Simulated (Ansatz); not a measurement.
CH$_{3}$BrFInO (`C[O][In]([F])[Br]`). Charge 0, multiplicity 1. In takes the def2 core potential. Geometry: relaxed with PBE0-D4/def2-TZVP. It is one conformer, not always the lowest.

```xyz
8

C     0.024    0.160   -1.382
O     0.625   -0.562   -0.325
In    0.076   -0.289    1.532
F    -1.212    1.147    1.764
Br    0.870   -1.503    3.468
H     0.796    0.379   -2.127
H    -0.423    1.109   -1.067
H    -0.756   -0.440   -1.863
```

(1) What is the dipole moment at B3LYP/def2-TZVPP? (Best estimate.)

(2) And with PBE, r2SCAN, ωB97M-V? (Estimate.)

(3) Give the Mulliken charges with B3LYP, ωB97M-V, PBE in def2-TZVPP. (Estimate.)

## Answers

(1) Computed: 1.25 D, with components (0.45, -0.50, -1.05) D in this frame, pointing from negative to positive charge.

(2) Ansatz gave: PBE 1.30 D, r2SCAN 1.30 D, ωB97M-V 1.15 D.

(3) Ansatz gave: 
```
atom  B3LYP  ωB97M-V    PBE
  C1  -0.11    -0.17  -0.13
  O2  -0.48    -0.49  -0.40
 In3   1.05     1.05   0.94
  F4  -0.47    -0.47  -0.42
 Br5  -0.29    -0.27  -0.28
  H6   0.10     0.12   0.10
  H7   0.10     0.12   0.10
  H8   0.10     0.11   0.09
```

B3LYP here is the variant with VWN-RPA as its local correlation; programs differ in this.
